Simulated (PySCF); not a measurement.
## Telling isomers of C8H14NP apart by NMR

Non-relativistic Hamiltonian, one conformer, in vacuum, one averaged value for each set of equivalent atoms. Geometry from GFN2-xTB; GIAO PBE0/pcSseg-1 shieldings; PySCF 2.14.

References, each an isolated molecule treated in the same way: ¹H (σ = 31.72 ppm) and ¹³C (σ = 186.93 ppm) vs TMS. Splittings of carbon signals by F and P are missing where no couplings were computed. Where no couplings were computed, multiplicities follow the n + 1 count of equivalent neighbours, and m marks all less simple cases (inequivalent or close neighbours, rings, F or P nearby). Shifts are as computed. Against solution values, carbons near 30 ppm lie about +3 ppm off and those near 130 ppm about +5 ppm. Of 1211 compounds with measured shifts, 218 miss one by over three times the rms of a fit or turn the order of signals round; such compounds aren't used in these exercises.

(1) Tabulate the signals of `C/C(=P\CC#N)C(C)(C)C`, `CCn1cpc(C(C)C)c1` and their relative energies.

(2) What is the quickest way to tell C/C(=P\CC#N)C(C)(C)C from CCn1cpc(C(C)C)c1?

## Answers

(1) 
| SMILES | carbon types | δC | δH | E rel. (kcal/mol) |
| --- | --- | --- | --- | --- |
| C/C(=P\CC#N)C(C)(C)C | 3×C 1×CH2 4×CH3 | 242.5, 120.9, 45.9, 31.2, 24.0, 14.9 | 2.80 (m, 3H), 2.73 (m, 2H), 1.33 (s, 9H) | 27.8 |
| CCn1cpc(C(C)C)c1 | 1×C 3×CH 1×CH2 3×CH3 | 169.4, 157.9, 129.0, 50.3, 35.3, 32.0, 21.5 | 7.88 (m, 1H), 7.20 (m, 1H), 4.03 (q, 2H), 2.82 (m, 1H), 1.42 (d, 6H), 1.41 (t, 3H) | 0.0 |

Energies are electronic energies at PBE0/pcSseg-1 on these geometries, without zero-point or thermal terms, each for the one conformer computed, which needn't be the lowest.

(2) Count the carbon signals: 6 against 7. The first has a carbon double-bonded to a heavier main-group atom (C) at 242.5 ppm, the second an aromatic CH next to a ring nitrogen at 157.9 ppm. Their most deshielded carbons lie at 242.5 and 169.4 ppm. In the proton spectra the most deshielded non-exchanging signals are 2.80 (m, 3H) and 7.88 (m, 1H).
